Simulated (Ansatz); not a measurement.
(1) Predict a relaxed structure of the cluster Pd₂O₂⁻, charge -1, doublet, at r2SCAN-D4/def2-TZVPD (Ansatz).

Results:

(1) 
| atom | x (Å) | y (Å) | z (Å) |
| --- | --- | --- | --- |
| Pd1 | 1.179 | -0.378 | 0.162 |
| Pd2 | -1.179 | 0.378 | -0.162 |
| O3 | 0.201 | 1.078 | 1.053 |
| O4 | -0.201 | -1.078 | -1.053 |
Point group D2h (tolerance 0.1 Å). This is one stationary point.

In the def2 sets Pd takes a core potential; there is no spin–orbit coupling. The highest occupied level of the charge -1 doublet lies above zero (up to 0.32 eV). By energy differences its removal costs 2.21 eV (vertical, to the charge 0 triplet, at r2SCAN-D4/def2-TZVPD); a positive level beside a positive removal energy at the same level points to self-interaction error. The relaxation made no stability test and no search for a lower SCF solution. The structure comes from a short search, and lower isomers may exist.
